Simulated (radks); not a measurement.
Values are calculated unless marked as measured or tabulated.
Cd1.75+, 46.25 electrons, occupied as [Kr] 4d8.25 5p2 (fractional occupations, a model configuration). Level of theory: Dirac Kohn-Sham, LDA (Slater exchange, Perdew-Wang correlation), spin-unpolarised, spherical densities, finite nucleus; open shells are shared between the two j in proportion to 2j + 1; Fermi nuclear charge, rms radius 4.6087 fm (a radial shooting solver on a logarithmic mesh with Libxc functionals).

Radial electron density D(r) = 4 pi r^2 rho(r):

r (bohr),D(r) (e/bohr)
0.004402,15.66
0.005084,19.21
0.005872,23.33
0.006781,28.01
0.007831,33.18
0.009044,38.72
0.01044,44.40
0.01206,49.91
0.01393,54.86
0.01609,58.83
0.01858,61.39
0.02146,62.27
0.02478,61.43
0.02862,59.23
0.03305,56.43
0.03817,54.16
0.04409,53.67
0.05091,55.88
0.0588,60.92
0.06791,67.76
0.07842,74.27
0.09057,77.86
0.1046,76.63
0.1208,70.57
0.1395,62.07
0.1611,55.05
0.1861,52.87
0.2149,55.98
0.2482,61.13
0.2866,63.09
0.331,58.11
0.3823,46.62
0.4415,33.03
0.5099,22.68
0.5888,18.25
0.68,18.51
0.7853,19.89
0.907,19.46
1.047,16.52
1.21,12.21
1.397,8.054
1.613,4.947
1.863,3.022
2.152,1.965
2.485,1.377
2.87,0.9780
3.315,0.6470
3.828,0.3724
4.421,0.1777
5.106,0.06764
5.897,0.01986
6.81,0.004346
7.865,0.0006829

D(r) has 4 maxima, at r = 0.0215, 0.0943, 0.280, 0.824 bohr, and minima at 0.0424, 0.183, 0.623 bohr, inside which lie 2.04, 11.19, 29.07 electrons.
